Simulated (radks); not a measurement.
Question: Br III, 33 electrons, occupied as [Ar] 3d8 4s2 4p3 4f2 (not the ground configuration). Method: Dirac Kohn-Sham, BP86, spin-unpolarised, spherical densities, finite nucleus; open shells are shared between the two j in proportion to 2j + 1; Fermi nuclear charge, rms radius 4.1629 fm; computed with a radial shooting solver on a logarithmic mesh with Libxc functionals. Some entries of the table are withheld. Estimate them.

| orbital | occ. | eigenvalue (hartree) | <1/r> (bohr^-1) | <r> (bohr) |
|---|---|---|---|---|
| 1s1/2 | 2 | -492.1869 | 35.66 | 0.04274 |
| 2s1/2 | 2 | (1) | 7.958 | 0.1892 |
| 2p1/2 | 2 | (2) | 7.923 | (3) |
| 2p3/2 | 4 | (4) | 7.663 | (5) |
| 3s1/2 | 2 | -11.27694 | 2.658 | 0.5413 |
| 3p1/2 | 2 | -9.06778 | 2.550 | 0.5431 |
| 3p3/2 | 4 | -8.80249 | 2.489 | 0.5527 |
| 3d3/2 | 3.2 | -4.98536 | 2.269 | (6) |
| 3d5/2 | 4.8 | -4.94074 | 2.254 | (7) |
| 4s1/2 | 2 | -2.24750 | 0.9467 | 1.425 |
| 4p1/2 | 1 | (8) | (9) | 1.572 |
| 4p3/2 | 2 | (10) | (11) | 1.595 |
| 4f5/2 | 0.857143 | -0.27890 | 0.2746 | 4.346 |
| 4f7/2 | 1.14286 | -0.27887 | 0.2745 | 4.347 |

Answer: 
(1) 2s1/2 eigenvalue (hartree): -66.57472
(2) 2p1/2 eigenvalue (hartree): -60.23574
(3) 2p1/2 <r> (bohr): 0.1627
(4) 2p3/2 eigenvalue (hartree): -58.48979
(5) 2p3/2 <r> (bohr): 0.1666
(6) 3d3/2 <r> (bohr): 0.5503
(7) 3d5/2 <r> (bohr): 0.5535
(8) 4p1/2 eigenvalue (hartree): -1.67232
(9) 4p1/2 <1/r> (bohr^-1): 0.8482
(10) 4p3/2 eigenvalue (hartree): -1.63648
(11) 4p3/2 <1/r> (bohr^-1): 0.8335
